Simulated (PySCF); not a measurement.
Simulation results for B2GeH4O, CH4GeN, CH4BGeO, CH5GeO and others

All values are calculated (PySCF 2.14.0). Calculation on a computer-drawn molecule: the log of a Hartree-Fock and frozen-core CCSD(T) single point meant for a local Hartree-Fock minimum, with one planted fault or none, to be diagnosed. Offsets are logged minus clean, where the clean run is the same molecule without the fault. The reference is restricted for singlets and unrestricted otherwise, and also for a bond in bohr or an excited solution. Adding or removing an electron swaps singlet and doublet. The excited solution moves the top pair (singlet) or top alpha electron (doublet) to the lowest empty orbital. Highest occupied and lowest empty are orbital energies over both spins, largest force is the largest gradient component, triples share is (T) over the correlation energy, the T1 limit is 0.02 restricted and 0.045 unrestricted, electrons count all cores, a negative frequency is imaginary (commonest isotopes), and the dipole is about the centre of nuclear charge; on germanium a core potential holds 10 electrons, which the energies leave out, and 3d is frozen in MP2 and coupled-cluster steps.

Common to all runs: logged SCF converged yes; possible faults no fault, one electron removed, one electron added, multiplicity raised by two, geometry at a saddle point, SCF held on an excited solution, minimal basis STO-3G, one bond length entered in bohr, all coordinates scaled.

(1) B2GeH4O

Logged structure:
```xyz
8
B2GeH4O
O     -1.6784     4.1693    -1.2351
B     -0.8249     2.9711    -1.2497
B     -0.3386     1.9328     0.2026
Ge    -1.4638     0.1901     1.1000
H     -2.0179     4.4511    -0.3101
H     -0.3932     2.6211    -2.4363
H      0.7993     2.1849     0.8060
H     -0.6601    -0.8973     0.0382
```

| Quantity | Value |
| --- | --- |
| meant charge | 0 |
| meant multiplicity | 1 |
| meant basis | cc-pVDZ |
| meant basis and core potential on germanium | cc-pVDZ-PP ECP10MDF |
| logged electrons | 54 |
| logged basis functions | 85 |
| logged spin squared | 0 |
| logged highest occupied | -8.6242 eV |
| logged lowest empty | 0.21804 eV |
| logged largest force | 0.062903 hartree/bohr |
| logged T1 diagnostic | 0.020292 |
| logged D1 diagnostic | 0.061842 |
| logged triples share | 0.029557 |
| logged CC converged | yes |
| logged dipole magnitude | 1.9271 debye |
| logged SCF stable within its kind | yes |
| logged energy HF | -419.88161 hartree |
| logged energy CCSD(T) | -420.3772 hartree |
| planted fault | all coordinates scaled, by +8.5 % |
| HF energy offset from clean run | 24.63 kcal/mol |
| CCSD(T) energy offset from clean run | 18.41 kcal/mol |

Drawn bonds:
```csv
atom,other atom,order
1,2,1
2,3,1
3,4,1
1,5,1
2,6,1
3,7,1
4,8,1
```

Notes: T1 above single-reference limit.

(2) CH4GeN

Logged structure:
```xyz
7
CH4GeN
C      1.8229    -0.3438    -0.8130
N      2.1658     0.6369    -0.1157
Ge     1.3295     1.1532     1.4699
H      0.9925    -1.0221    -0.5844
H      2.3709    -0.5748    -1.7306
H      0.8315     2.5940     1.2692
H      2.3971     1.1177     2.5757
```

| Quantity | Value |
| --- | --- |
| meant charge | 0 |
| meant multiplicity | 2 |
| meant basis | cc-pVDZ |
| meant basis and core potential on germanium | cc-pVDZ-PP ECP10MDF |
| logged electrons | 49 |
| logged basis functions | 71 |
| logged spin squared | 3.7708 |
| logged highest occupied | -6.3916 eV |
| logged lowest empty | -0.20224 eV |
| logged largest force | 0.11928 hartree/bohr |
| logged T1 diagnostic | 0.023283 |
| logged D1 diagnostic | 0.10149 |
| logged triples share | 0.027555 |
| logged CC converged | yes |
| logged dipole magnitude | 1.555 debye |
| logged SCF stable within its kind | yes |
| logged energy HF | -387.84836 hartree |
| logged energy CCSD(T) | -388.23788 hartree |
| planted fault | multiplicity raised by two |
| HF energy offset from clean run | 74.79 kcal/mol |
| CCSD(T) energy offset from clean run | 97.99 kcal/mol |

Drawn bonds:
```csv
atom,other atom,order
1,2,1
2,3,2
1,4,1
1,5,1
3,6,1
3,7,1
```

(3) CH4BGeO

Logged structure:
```xyz
8
CH4BGeO
B      0.4049     0.9520    -1.5062
O      1.0494    -0.1532    -1.4533
Ge     2.0943    -1.9440    -1.2702
C      2.4361    -2.2863     0.4984
H     -0.2185     2.0207    -1.5605
H      2.2244    -2.3292    -2.7959
H      2.0808    -1.5819     1.3276
H      3.0055    -3.2410     0.7776
```

| Property | Result |
| --- | --- |
| meant charge | 1 |
| meant multiplicity | 1 |
| meant basis | cc-pVDZ |
| meant basis and core potential on germanium | cc-pVDZ-PP ECP10MDF |
| logged electrons | 54 |
| logged basis functions | 85 |
| logged spin squared | 0 |
| logged highest occupied | -13.037 eV |
| logged lowest empty | -2.864 eV |
| logged largest force | 0.072593 hartree/bohr |
| logged T1 diagnostic | 0.021102 |
| logged D1 diagnostic | 0.055036 |
| logged triples share | 0.037955 |
| logged CC converged | yes |
| logged dipole magnitude | 5.6229 debye |
| logged SCF stable within its kind | yes |
| logged energy HF | -432.83194 hartree |
| logged energy CCSD(T) | -433.37517 hartree |
| planted fault | all coordinates scaled, by +5.9 % |
| HF energy offset from clean run | 16.9 kcal/mol |
| CCSD(T) energy offset from clean run | 5.929 kcal/mol |

Drawn bonds:
```csv
atom,other atom,order
1,2,1
2,3,1
3,4,2
1,5,1
3,6,1
4,7,1
4,8,1
```

Notes: T1 above single-reference limit.

(4) CH5GeO

Logged structure:
```xyz
8
CH5GeO
C     -2.3142    -0.7053    -0.1679
O     -1.4756    -0.1334    -1.1290
Ge    -1.5058    -0.5845    -2.8512
H     -4.3100    -0.5973    -0.7108
H     -2.0657    -1.7556     0.0178
H     -2.1867    -0.1565     0.7659
H     -0.6236     0.4595    -3.5461
H     -2.9655    -0.5399    -3.3520
```

| Item | Value |
| --- | --- |
| meant charge | 0 |
| meant multiplicity | 2 |
| meant basis | cc-pVDZ |
| meant basis and core potential on germanium | cc-pVDZ-PP ECP10MDF |
| logged electrons | 51 |
| logged basis functions | 76 |
| logged spin squared | 1.4543 |
| logged highest occupied | -9.087 eV |
| logged lowest empty | 0.99765 eV |
| logged largest force | 0.031817 hartree/bohr |
| logged T1 diagnostic | 0.059804 |
| logged D1 diagnostic | 0.26136 |
| logged triples share | 0.035444 |
| logged CC converged | yes |
| logged dipole magnitude | 1.2658 debye |
| logged SCF stable within its kind | yes |
| logged energy HF | -408.86619 hartree |
| logged energy CCSD(T) | -409.32906 hartree |
| planted fault | one bond length entered in bohr, row 3 of the drawn bonds |
| HF energy offset from clean run | 75.69 kcal/mol |
| CCSD(T) energy offset from clean run | 75.05 kcal/mol |

Drawn bonds:
```csv
atom,other atom,order
1,2,1
2,3,1
1,4,1
1,5,1
1,6,1
3,7,1
3,8,1
```

Notes: T1 above single-reference limit.

(5) Al2GeH3N

Logged structure:
```xyz
7
Al2GeH3N
Al    -3.4686     3.1426    -0.0163
Al    -1.7494     0.8789    -0.4073
N     -0.7508    -0.4321    -0.6316
Ge     0.3465    -1.8680    -0.8747
H      1.7730    -1.6275    -0.2592
H      0.5546    -2.1961    -2.3982
H     -0.2286    -3.1673    -0.2016
```

| Quantity | Value |
| --- | --- |
| meant charge | 0 |
| meant multiplicity | 1 |
| meant basis | cc-pV(D+d)Z |
| meant basis and core potential on germanium | cc-pVDZ-PP ECP10MDF |
| logged electrons | 68 |
| logged basis functions | 98 |
| logged spin squared | 0 |
| logged highest occupied | -8.3509 eV |
| logged lowest empty | -0.57033 eV |
| logged largest force | 0.016075 hartree/bohr |
| logged T1 diagnostic | 0.030565 |
| logged D1 diagnostic | 0.084471 |
| logged triples share | 0.042237 |
| logged CC converged | yes |
| logged dipole magnitude | 8.1515 debye |
| logged SCF stable within its kind | yes |
| logged energy HF | -833.35471 hartree |
| logged energy CCSD(T) | -833.78879 hartree |
| planted fault | all coordinates scaled, by +1.8 % |
| HF energy offset from clean run | 1.386 kcal/mol |
| CCSD(T) energy offset from clean run | -0.6387 kcal/mol |

Drawn bonds:
```csv
atom,other atom,order
1,2,1
2,3,2
3,4,1
4,5,1
4,6,1
4,7,1
```

Notes: T1 above single-reference limit.

(6) C2H10GeSi

Logged structure:
```xyz
14
C2H10GeSi
C     -1.4907     0.5698     0.9776
Si     0.2142    -0.2221     0.8175
C      0.4132    -1.6420     2.0438
Ge     0.5633    -1.0071    -1.4338
H     -1.6050     1.4063     0.2830
H     -1.6443     0.9514     1.9915
H     -2.2827    -0.1544     0.7668
H      1.2524     0.8060     1.0964
H      1.4094    -2.0870     1.9747
H      0.2737    -1.2875     3.0694
H     -0.9760    -3.1310     1.6906
H      1.9578    -1.6305    -1.6008
H      0.4385     0.1362    -2.4528
H     -0.4702    -2.0801    -1.8159
```

| Item | Value |
| --- | --- |
| meant charge | 0 |
| meant multiplicity | 1 |
| meant basis | cc-pV(D+d)Z |
| meant basis and core potential on germanium | cc-pVDZ-PP ECP10MDF |
| logged electrons | 68 |
| logged basis functions | 124 |
| logged spin squared | 0.7082 |
| logged highest occupied | -10.219 eV |
| logged lowest empty | 2.6207 eV |
| logged largest force | 0.017341 hartree/bohr |
| logged T1 diagnostic | 0.051492 |
| logged D1 diagnostic | 0.2666 |
| logged triples share | 0.033345 |
| logged CC converged | yes |
| logged dipole magnitude | 1.3333 debye |
| logged SCF stable within its kind | yes |
| logged energy HF | -663.76306 hartree |
| logged energy CCSD(T) | -664.34705 hartree |
| planted fault | one bond length entered in bohr, row 10 of the drawn bonds |
| HF energy offset from clean run | 79.44 kcal/mol |
| CCSD(T) energy offset from clean run | 81.4 kcal/mol |

Drawn bonds:
```csv
atom,other atom,order
1,2,1
2,3,1
2,4,1
1,5,1
1,6,1
1,7,1
2,8,1
3,9,1
3,10,1
3,11,1
4,12,1
4,13,1
4,14,1
```

Notes: T1 above single-reference limit.

(7) CH4B2Ge

Logged structure:
```xyz
8
CH4B2Ge
B     -1.6380     0.5132    -2.3052
B     -1.5083    -1.0163    -1.6387
C     -1.3982    -2.2111    -0.9444
Ge    -1.3452    -1.6943     0.9641
H     -1.6685     1.4804    -1.6012
H     -1.7015     0.6566    -3.4924
H     -1.3440    -3.2408    -1.2652
H     -1.2209    -3.1836     1.4913
```

| Item | Value |
| --- | --- |
| meant charge | 0 |
| meant multiplicity | 1 |
| meant basis | cc-pVDZ |
| meant basis and core potential on germanium | cc-pVDZ-PP ECP10MDF |
| logged electrons | 52 |
| logged basis functions | 85 |
| logged spin squared | 0 |
| logged highest occupied | -5.4747 eV |
| logged lowest empty | -2.9037 eV |
| logged largest force | 0.084516 hartree/bohr |
| logged CC converged | no |
| logged dipole magnitude | 0.50611 debye |
| logged SCF stable within its kind | no |
| logged energy HF | -382.59036 hartree |
| planted fault | SCF held on an excited solution |
| HF energy offset from clean run | 161.9 kcal/mol |

Drawn bonds:
```csv
atom,other atom,order
1,2,1
2,3,2
3,4,1
1,5,1
1,6,1
3,7,1
4,8,1
```

Notes: CCSD not converged.

(8) BGeH3N

Logged structure:
```xyz
6
BGeH3N
N      1.9171     0.1452     0.0000
B      0.6683     0.0506     0.0000
Ge    -1.3020    -0.0986     0.0000
H      2.8946     0.2192     0.0000
H     -1.9911    -1.4510     0.0000
H     -2.1868     1.1346     0.0000
```

| Quantity | Value |
| --- | --- |
| meant charge | -1 |
| meant multiplicity | 1 |
| meant basis | aug-cc-pVDZ |
| meant basis and core potential on germanium | aug-cc-pVDZ-PP ECP10MDF |
| logged electrons | 48 |
| logged basis functions | 105 |
| logged spin squared | 0 |
| logged highest occupied | -0.83996 eV |
| logged lowest empty | 3.6296 eV |
| logged largest force | 2.657e-05 hartree/bohr |
| logged lowest frequency | -701.63 cm⁻¹ |
| logged T1 diagnostic | 0.014937 |
| logged D1 diagnostic | 0.037551 |
| logged triples share | 0.042024 |
| logged CC converged | yes |
| logged dipole magnitude | 0.93243 debye |
| logged SCF stable within its kind | yes |
| logged energy HF | -374.23712 hartree |
| logged energy CCSD(T) | -374.65282 hartree |
| planted fault | geometry at a saddle point |
| HF energy offset from clean run | 25.64 kcal/mol |
| CCSD(T) energy offset from clean run | 24.73 kcal/mol |

Drawn bonds:
```csv
atom,other atom,order
1,2,2
2,3,1
1,4,1
3,5,1
3,6,1
```
